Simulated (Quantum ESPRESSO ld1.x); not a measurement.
Input (ld1.x (Quantum ESPRESSO 7.5)):

```
 &input
    atom='Ho',
    iswitch=1,
    rel=1,
    lsd=1,
    dft='PW',
    config='[Xe] 4f5.5 4f5.5 6s0.75 6s0.75',
    verbosity='high',
    prefix='ld1',
    max_out_wfc=37,
    file_charge='ld1.rho',
 /
```

Command: `OMP_NUM_THREADS=1 ld1.x < ld1.in > ld1.out`

It prints (banner and zero overlaps left out):

```
     Program LD1 v.7.5 starts

     --------------------------- All-electron run ----------------------------

     scalar relativistic calculation

     atomic number is 67.00
     dft =PW   lsd =1 sic =0 latt =0  beta=0.20 tr2=1.0E-14
     Exchange-correlation= PW
                           (   1   4   0   0   0   0   0)
     mesh =2103 r(mesh) = 100.61561 a.u. xmin = -8.00 dx = 0.00800
     1 Ry =  13.60569312 eV, c = 137.03599908

     n l     nl                  e(Ry)          e(Ha)          e(eV)
     1 0     1S 1( 1.00)   -4075.761734382   -2037.880867191 -55453.5634004
     2 0     2S 1( 1.00)    -682.007645325    -341.003822663  -9279.1867298
     2 1     2P 1( 3.00)    -604.460181185    -302.230090592  -8224.0997303
     3 0     3S 1( 1.00)    -152.459871213     -76.229935607  -2074.3222213
     3 1     3P 1( 3.00)    -128.765329211     -64.382664606  -1751.9415541
     4 0     4S 1( 1.00)     -30.255763425     -15.127881713   -411.6506324
     4 1     4P 1( 3.00)     -22.454384762     -11.227192381   -305.5074683
     3 2     3D 1( 5.00)     -98.646301449     -49.323150725  -1342.1513052
     5 0     5S 1( 1.00)      -3.947351542      -1.973675771    -53.7064537
     5 1     5P 1( 3.00)      -2.143965263      -1.071982632    -29.1701334
     4 2     4D 1( 5.00)     -11.917275775      -5.958637888   -162.1427971
     4 3     4F 1( 5.50)      -0.477858883      -0.238929442     -6.5016013
     4 3     4F 2( 5.50)      -0.477858883      -0.238929442     -6.5016013
     6 0     6S 1( 0.75)      -0.477523612      -0.238761806     -6.4970397
     6 0     6S 2( 0.75)      -0.477523612      -0.238761806     -6.4970397
     1 0     1S 2( 1.00)   -4075.761734382   -2037.880867191 -55453.5634004
     2 0     2S 2( 1.00)    -682.007645325    -341.003822663  -9279.1867298
     2 1     2P 2( 3.00)    -604.460181185    -302.230090592  -8224.0997303
     3 0     3S 2( 1.00)    -152.459871213     -76.229935607  -2074.3222213
     3 1     3P 2( 3.00)    -128.765329211     -64.382664606  -1751.9415541
     4 0     4S 2( 1.00)     -30.255763425     -15.127881713   -411.6506324
     4 1     4P 2( 3.00)     -22.454384762     -11.227192381   -305.5074683
     3 2     3D 2( 5.00)     -98.646301449     -49.323150725  -1342.1513052
     5 0     5S 2( 1.00)      -3.947351542      -1.973675771    -53.7064537
     5 1     5P 2( 3.00)      -2.143965263      -1.071982632    -29.1701334
     4 2     4D 2( 5.00)     -11.917275775      -5.958637888   -162.1427971

     final scf error:  3.1E-15 reached in  29 iterations

     Etot =  -25216.348986 Ry,  -12608.174493 Ha, -343085.905981 eV
     Total magnetization:    0.00 Bohr mag.

     Ekin =   27267.571577 Ry,   13633.785789 Ha,  370994.211091 eV
     Encl =  -61800.116322 Ry,  -30900.058161 Ha, -840833.417640 eV
     Eh   =    9840.368269 Ry,    4920.184134 Ha,  133885.030882 eV
     Exc  =    -524.172510 Ry,    -262.086255 Ha,   -7131.730314 eV
```

Run on one thread of a shared host, so times are rough (Intel(R) Xeon(R) Processor @ 2.60GHz): 0.86 s of CPU time, 0.89 s wall, 29 iterations on 2103 mesh points.
